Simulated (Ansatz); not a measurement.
Consider the substitution at a C–Cl bond: `C=CCl` + `O[Si](O)(O)S` → `C=CS[Si](O)(O)O` + HCl.

Isolated molecules relaxed with PBE0-D4/def2-TZVP in Ansatz; ΔE leaves out vibrations. CBS: MP2 limit from def2 TZ/QZ plus the TZ coupled-cluster correction, frozen cores. This one scheme is used for every species. Functionals use def2-TZVPP. B3LYP here is the variant with VWN-RPA as its local correlation; programs differ in this. Each species was taken in one conformer, which may not be the lowest.

```tsv
level	ΔE (kcal/mol)	difference from CCSD(T)/CBS
PBE0-D4	-3.4	-0.1
B3LYP-D4	-3.3	0.0
ωB97X-V	-2.2	1.1
ωB97M-V	-2.6	0.7
PBE0	-1.6	1.7
B3LYP	-0.3	3.0
HF/def2-TZVPP	0.8	4.1
CCSD/def2-TZVPP	-2.4	0.9
CCSD(T)/def2-TZVPP	-3.2	0.1
MP2/def2-QZVPP	-4.0	-0.7
CCSD(T)/CBS	-3.3	0
```

Largest T1 diagnostic among the species: 0.012.

The D4 term adds −3.0 kcal/mol with B3LYP and −1.7 kcal/mol with PBE0; it sums over pairs of atoms, weighted by their polarisabilities, and B3LYP, whose exchange is more repulsive, gets the larger term. In def2-TZVPP, CCSD(T) changes the Hartree–Fock value by −4.1 kcal/mol (the triples alone add −0.8 kcal/mol) and MP2 by −4.8 kcal/mol.
